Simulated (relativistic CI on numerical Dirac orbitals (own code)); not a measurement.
Hyperfine structure of Ru16+, mass number 99

Computed by Dirac-Coulomb-Breit CI, orbitals from a KLI potential per configuration, model QED (radiative potential, 1s self-energy scaled to tabulated hydrogen-like ionisation energies), unscaled Slater integrals (own radial code, finite nucleus).

Configurations in the expansion (outside the closed core [Ne] 3s2): 3p6 3d10, 3p6 3d9 4s, 3p6 3d9 4p, 3p6 3d9 4d, 3p6 3d8 4s2, 3p6 3d9 4f, 3p6 3d8 4s 4p, 3p5 3d10 4s, 3p6 3d9 5s, 3p6 3d8 4p2, 3p6 3d9 5p, 3p6 3d8 4s 4d, 3p5 3d10 4p, 3p6 3d9 5d, 3p6 3d8 4p 4d, 3p6 3d9 5f. Levels of other configurations are missing.

Nuclear spin I = 5/2, μ = -0.641 μN, Q = 0.079 b (tables of Stone and Pyykkö). The electronic factors are computed for point nuclear moments, without core polarisation or the Bohr-Weisskopf and QED corrections.

| Level | E (eV) | A (MHz) | B (MHz) |
| --- | --- | --- | --- |
| 3p6 3d9 4s 3D_3 | 261.063 | -6678 | -775 |
| 3p6 3d9 4s 3D_2 | 261.792 | 3833 | -557 |
| 3p6 3d9 4s 3D_1 | 265.421 | 4779 | -286 |
| 3p6 3d9 4s 1D_2 | 266.084 | -10310 | -633 |
| 3p6 3d9 4p 3P°_2 | 294.222 | 218.8 | -332 |
| 3p6 3d9 4p 3F°_3 | 295.267 | -2667 | -556 |
| 3p6 3d9 4p 3F°_2 | 299.033 | -4392 | -500 |
| 3p6 3d9 4p 3P°_1 | 299.258 | -887.8 | -26.9 |

Levels with J = 0, under 50 % of one LS term, or S terms without an open s electron are left out. Small factors come from cancelling terms and can be off by tens of per cent or more.

At this charge energies of transitions that change n are usually good to better than 1 %, and those within a shell (Δn = 0) to a few per cent.

Give the hyperfine levels of 3p6 3d9 4s 3D_3 relative to its centre of gravity.

With K = F(F + 1) − I(I + 1) − J(J + 1), E = AK/2 + B[¾K(K + 1) − I(I + 1)J(J + 1)]/[2I(2I − 1)J(2J − 1)]: F = 1/2: 66320, F = 3/2: 56510, F = 5/2: 40080, F = 7/2: 16930, F = 9/2: -13120, F = 11/2: -50280 MHz.

LS names give the leading component of a level, which can be under half, so a name can repeat, a term be missing and a line seem to break the LS rules.
